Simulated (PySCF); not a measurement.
C6H7F, SMILES C1C(C=C(C1)F)=C. Atoms are numbered in the order given.

```xyz
14

C      1.8137     1.0602    -1.4399
C      0.8717     0.4148    -0.7378
C      0.0959     0.9470     0.3750
C     -0.7493     0.0039     0.8165
F     -1.6065     0.1372     1.8149
C     -0.6784    -1.2921     0.0826
C      0.4178    -1.0221    -0.9648
H      2.3429     0.5723    -2.2622
H      2.0810     2.0944    -1.2110
H      0.1895     1.9537     0.7818
H     -0.4317    -2.1180     0.7713
H     -1.6565    -1.5420    -0.3626
H      0.0399    -1.1499    -1.9901
H      1.2649    -1.7152    -0.8520
```
Charge 0, spin multiplicity 1.

The structure is a stationary point at PBE0-D3(BJ)/def2-SVP. The structure was generated by enumeration, and PubChem lists no compound with its InChIKey, so it may never have been made. Other conformers were not sampled.

These are KT2/pcSseg-1 (PySCF) values and carry that method's errors.

GIAO shieldings, no solvent; atoms listed in one row are averaged. δ = σ(ref) − σ: ¹³C against TMS (σ = 185.1 ppm); ¹⁹F against CFCl3 (σ = 127.1 ppm); ¹H against TMS (σ = 31.47 ppm), references at their B3LYP-D3(BJ)/def2-TZVP geometries, non-relativistic.

Computed chemical shifts:
```csv
nucleus,atoms,count,δ (ppm)
¹³C,C4,1,173.7
¹³C,C2,1,147.5
¹³C,C3,1,109.6
¹³C,C1,1,101.7
¹³C,C6,1,34.3
¹³C,C7,1,31.3
¹⁹F,F5,1,-139.0
¹H,H10,1,5.83
¹H,H9,1,5.28
¹H,H8,1,5.00
¹H,"H11, H12",2,2.87
¹H,"H13, H14",2,2.80
```
